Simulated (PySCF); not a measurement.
Two-component Hartree-Fock for Sn²⁺ (tin, charge +2)

Start: [Kr] 4d10 5s2. Calculated with PySCF 2.14 in x2c-QZVPPall-2c: generalised Hartree-Fock with the X2C-1e Hamiltonian and a Gaussian nucleus; one run each with spin-orbit coupling (SO) switched off, then screened by Boettger's factors.

```json
{"spinor shell": "1s1/2", "electrons": "2", "ε, spin-free (eV)": "-29365.0", "ε, screened SO (eV)": "-29362.7", "weight of nominal j (screened SO)": "1.000", "rms radius, screened SO (bohr)": "0.0333"}
{"spinor shell": "2s1/2", "electrons": "2", "ε, spin-free (eV)": "-4541.1", "ε, screened SO (eV)": "-4540.4", "weight of nominal j (screened SO)": "1.000", "rms radius, screened SO (bohr)": "0.136"}
{"spinor shell": "2p1/2", "electrons": "2", "ε, spin-free (eV)": "-4071.1", "ε, screened SO (eV)": "-4231.3", "weight of nominal j (screened SO)": "1.000", "rms radius, screened SO (bohr)": "0.118"}
{"spinor shell": "2p3/2", "electrons": "4", "ε, spin-free (eV)": "-4071.1", "ε, screened SO (eV)": "-3998.2", "weight of nominal j (screened SO)": "1.000", "rms radius, screened SO (bohr)": "0.123"}
{"spinor shell": "3s1/2", "electrons": "2", "ε, spin-free (eV)": "-930.46", "ε, screened SO (eV)": "-930.27", "weight of nominal j (screened SO)": "1.000", "rms radius, screened SO (bohr)": "0.361"}
{"spinor shell": "3p1/2", "electrons": "2", "ε, spin-free (eV)": "-773.02", "ε, screened SO (eV)": "-803.19", "weight of nominal j (screened SO)": "1.000", "rms radius, screened SO (bohr)": "0.354"}
{"spinor shell": "3p3/2", "electrons": "4", "ε, spin-free (eV)": "-773.02", "ε, screened SO (eV)": "-759.21", "weight of nominal j (screened SO)": "1.000", "rms radius, screened SO (bohr)": "0.366"}
{"spinor shell": "3d3/2", "electrons": "4", "ε, spin-free (eV)": "-531.56", "ε, screened SO (eV)": "-536.83", "weight of nominal j (screened SO)": "1.000", "rms radius, screened SO (bohr)": "0.339"}
{"spinor shell": "3d5/2", "electrons": "6", "ε, spin-free (eV)": "-531.56", "ε, screened SO (eV)": "-527.87", "weight of nominal j (screened SO)": "1.000", "rms radius, screened SO (bohr)": "0.343"}
{"spinor shell": "4s1/2", "electrons": "2", "ε, spin-free (eV)": "-177.54", "ε, screened SO (eV)": "-177.51", "weight of nominal j (screened SO)": "1.000", "rms radius, screened SO (bohr)": "0.874"}
{"spinor shell": "4p1/2", "electrons": "2", "ε, spin-free (eV)": "-127.51", "ε, screened SO (eV)": "-133.00", "weight of nominal j (screened SO)": "1.000", "rms radius, screened SO (bohr)": "0.931"}
{"spinor shell": "4p3/2", "electrons": "4", "ε, spin-free (eV)": "-127.51", "ε, screened SO (eV)": "-125.01", "weight of nominal j (screened SO)": "1.000", "rms radius, screened SO (bohr)": "0.960"}
{"spinor shell": "4d3/2", "electrons": "4", "ε, spin-free (eV)": "-52.974", "ε, screened SO (eV)": "-53.670", "weight of nominal j (screened SO)": "1.000", "rms radius, screened SO (bohr)": "1.17"}
{"spinor shell": "5s1/2", "electrons": "2", "ε, spin-free (eV)": "-28.781", "ε, screened SO (eV)": "-28.782", "weight of nominal j (screened SO)": "1.000", "rms radius, screened SO (bohr)": "2.42"}
```

(1) Where does 4d5/2 lie, and what is the 4d spin-orbit splitting (screened SO)?

```tsv
quantity	spin-free	screened SO
E (hartree)	-6172.37207	-6173.84531
M_J	0	0
⟨J²⟩	0.000	0.000
⟨L²⟩	0.000	0.018
⟨S²⟩	0.000	0.018
```

Breit and QED terms are absent; they matter most for the inner s and p1/2 levels.

Densities and radii are taken from the X2C orbitals without a picture-change correction, which distorts them close to the nucleus.

Without spin-orbit coupling the j labels of p, d and f shells carry no meaning; the spin-free column gives the mean over the occupied spinors of each nl shell.

Results:

(1) At -52.500 eV, 1.170 eV above 4d3/2.
